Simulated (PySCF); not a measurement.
HCl, charge +1, doublet, at a GFN2-xTB geometry (a state made from the parent by changing its charge; the spin is typed, not shown lowest). Base run: PBE0/pcseg-1 in PySCF.

Input for PySCF:
```python
from pyscf import gto, scf, dft

mol = gto.M(
    atom='''
Cl   -0.000000   -0.000000   -0.073948
H     0.000000    0.000000    1.257119
''',
    basis='pcseg-1',
    charge=1,
    spin=1,
    verbose=4,
)

mf = dft.UKS(mol)
mf.xc = 'pbe0'
mf.kernel()
```

Variants of this job, named by their change:

| change | ΔE vs base (mEh) | fitting functions |
|---|---|---|
| base | 0.000 | - |
| auxbasis = autoaux | -0.006 | 187 |
| auxbasis = cc-pvtz-jkfit | -0.006 | 151 |
| auxbasis = def2-universal-jkfit | -0.017 | 146 |
| auxbasis = def2-svp-ri | -564.6 | 76 |
| auxbasis = def2-universal-jfit | 525.0 | 62 |
| auxbasis = even-tempered beta=1.6 | -0.003 | 297 |
| only_dfj = on; auxbasis = def2-universal-jfit | -0.180 | 62 |
| auxbasis = cc-pvdz-jkfit | -0.012 | 135 |
| auxbasis = even-tempered beta=2.0 | -0.005 | 205 |

A fitting set is made for a task (jfit for Coulomb, jkfit for Coulomb and exchange, ri for correlation) and for a family of orbital bases.

Open shells are given as the SCF converged; they aren't shown to be the lowest states, and a large step between rows can be another state.
